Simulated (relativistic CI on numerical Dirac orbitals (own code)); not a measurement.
**Nb: what numerical and physical settings do to a radial Dirac CI calculation**

Reference input:

```
atom Nb  Z=41  charge=0  electrons=41
nucleus A=93  rms_radius_fm=4.3240
hamiltonian dirac-coulomb  breit=on  qed=on  c_scale=1
orbitals kli  potential=per-configuration
slater_scale 1
correlation none
mixing on
grid step=0.0125 r_max=201.2
scf mixing=0.4 start=green max_iterations=150 tolerance=2e-08 node_fill=0.05
configurations
  [Kr] 4d4 5s
end
```

Computed lowest total energy -3814.51354 Ha, first excitation 128.2 cm⁻¹, 13 SCF steps. Runs with settings changed; * marks those that are bad on purpose (the QED terms keep the true α when c is scaled):

| Changed | Outcome | Lowest level | ΔE (Ha) | First excitation (cm⁻¹) | SCF steps | Message |
| --- | --- | --- | --- | --- | --- | --- |
| start potential bare | converged | 4d4 5s 6D_1/2 | -1.99e-09 | 128.2 | 31 |  |
| SCF tolerance 1e-05, speed of light × 2 | converged | 4d4 5s 6D_1/2 | 47 | 32.4 | 10 |  |
| end of the grid at 100.6 bohr, QED terms off, start potential thomas-fermi | converged | 4d4 5s 6D_1/2 | -1.49 | 127.6 | 19 |  |
| SCF mixing 1.3 * | converged | 4d4 5s 6D_1/2 | 8.86e-10 | 128.2 | 17 |  |
| nuclear radius 43.24 fm * | converged | 4d4 5s 6D_1/2 | 3.62 | 128.4 | 13 |  |

With so few configurations and no correlation, terms lie too far apart (by 10 to 50 % near neutrality), their order can be wrong, and levels of other configurations are missing.
